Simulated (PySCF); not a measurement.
Species: C9H10O2.
Structure used (PBE0-D3(BJ)/def2-SVP), in Å, numbered top down from 1:
```
atom  x, y, z in Å
C1    -1.3776    1.9690    0.7719
C2    -1.5048    0.6420    0.7370
C3    -1.2010   -0.2129   -0.4615
C4    -2.2501   -1.2402   -0.7857
C5    -1.7024   -2.4732   -0.7612
C6    -0.2847   -2.3810   -0.4142
C7     0.0135   -1.0775   -0.2429
O8     1.2126   -0.6069    0.2024
C9     1.7339    0.5438   -0.2985
C10    2.9396    0.9465    0.4912
O11    1.2733    1.1309   -1.2356
H12   -1.0434    2.5317   -0.1051
H13   -1.6010    2.5354    1.6798
H14   -1.8276    0.0965    1.6318
H15   -1.0227    0.4339   -1.3385
H16   -3.2818   -0.9816   -1.0236
H17   -2.2195   -3.4097   -0.9765
H18    0.4093   -3.2142   -0.3059
H19    2.6133    1.2848    1.4866
H20    3.6084    0.0879    0.6405
H21    3.4599    1.7621   -0.0223
```

All values: PBE0/pcSseg-1 (PySCF, non-relativistic), on one gas-phase PBE0-D3(BJ)/def2-SVP geometry that isn't relaxed in the solvent. The solvent is an IEF-PCM continuum (cavity from Bondi-type radii × 1.2). Specific hydrogen bonds and non-electrostatic terms are outside this model.

| run | E − E(gas) (kcal/mol) | HOMO (eV) | HOMO–LUMO gap (eV) | dipole (D) |
| --- | --- | --- | --- | --- |
| gas | 0.00 | -6.22 | 5.34 | 1.73 |
| P | -2.30 | -6.24 | 5.35 | 1.91 |
| Q | -5.47 | -6.31 | 5.36 | 2.19 |

Task: The runs were made in acetone and cyclohexane. Which run belongs to which solvent?

Result: P = cyclohexane, Q = acetone. The dielectric constants are 2.017 (cyclohexane), 20.49 (acetone), and the energy falls further as ε rises. In this model the ground state sees the solvent through ε alone.

Task: How constant is the ratio of the lowering to (ε − 1)/(2ε + 1)?

Result: 
```
    solvent  (ε − 1)/(2ε + 1)  E − E(gas) (kcal/mol)  ratio (kcal/mol)  polarisation term (kcal/mol)
cyclohexane             0.202                  -2.30             -11.4                         -2.40
    acetone             0.464                  -5.47             -11.8                         -6.05
```

The ratio changes by +3.5 % in size from cyclohexane to acetone. The polarisation term is half the interaction of the solute with the induced surface charges.
